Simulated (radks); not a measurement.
Results of a calculation; reference values are marked as such.
Effect of the nuclear size on the thulium ion Tm2+, [Xe] 4f13. Code: a radial shooting solver on a logarithmic mesh with Libxc functionals. Model: Dirac Kohn-Sham, exchange-only LDA, spin-unpolarised, spherical densities, finite nucleus; open shells fill j = l - 1/2 first; Fermi nuclear charge, rms radius 5.2256 fm. The rms radius is varied about that value; shifts are against it.

rms radius (fm)  total energy shift (eV)  density at nucleus (e/bohr^3)  1s1/2 shift (meV)  2s1/2 shift (meV)  4p1/2 shift (meV)  5s1/2 shift (meV)  4f7/2 shift (meV)  6s1/2 (empty) shift (meV)
4.2066                             -12.4                      1.009e+06              -5090               -686             -0.113              -5.71              0.469                     -0.752
4.8285                             -5.07                      9.683e+05              -2080               -280             -0.047              -2.33              0.191                     -0.307
5.2256                                 0                      9.458e+05              0.000              0.000              0.000              0.000              0.000                      0.000
5.5235                              3.99                      9.302e+05               1630                220              0.038               1.83             -0.150                      0.241
6.0983                              12.1                      9.031e+05               4960                668              0.116               5.56             -0.457                      0.733

Slopes of the eigenvalues against <r^2> in GHz/fm^2, as finite differences over the two radii next to the reference (eigenvalue slopes, not the field-shift constants of lines): 1s1/2 125000, 2s1/2 16800, 4p1/2 2.84, 5s1/2 140, 4f7/2 -11.5, 6s1/2 (empty) 18.4.
